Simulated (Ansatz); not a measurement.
Reaction (redistribution): `CBOCO` + `F[Si](F)(F)[SiH3]` → `CB[Si](F)(F)F` + `OCO[SiH3]`

Isolated molecules relaxed with PBE0-D4/def2-TZVP in Ansatz; ΔE leaves out vibrations. CCSD(T)/CBS is the MP2 limit (def2-TZVPP, def2-QZVPP) plus CCSD(T) − MP2 in def2-TZVPP, frozen cores. DFT in def2-TZVPP. One conformer a species, not always the lowest.

```csv
level,ΔE (kJ/mol),difference from CCSD(T)/CBS
LDA (SPW92),101.9,21.8
BHLYP-D4,76.6,-3.5
ωB97X-V,80.8,0.7
ωB97M-V,80.8,0.7
PBE-QIDH,83.0,2.9
BLYP,86.6,6.5
LC-ωPBE,84.5,4.4
CCSD/def2-TZVPP,78.5,-1.6
MP2/def2-QZVPP,77.3,-2.8
CCSD/CBS(def2),76.9,-3.2
CCSD(T)/CBS,80.1,0
```

Largest T1 diagnostic among the species: 0.013.

In def2-TZVPP, CCSD(T) changes the Hartree–Fock value by +15.0 kJ/mol (the triples alone add +3.2 kJ/mol) and MP2 by +11.7 kJ/mol. From BLYP to BHLYP (50 % exact exchange), in def2-TZVPP and without D4, ΔE moves by −9.6 kJ/mol.
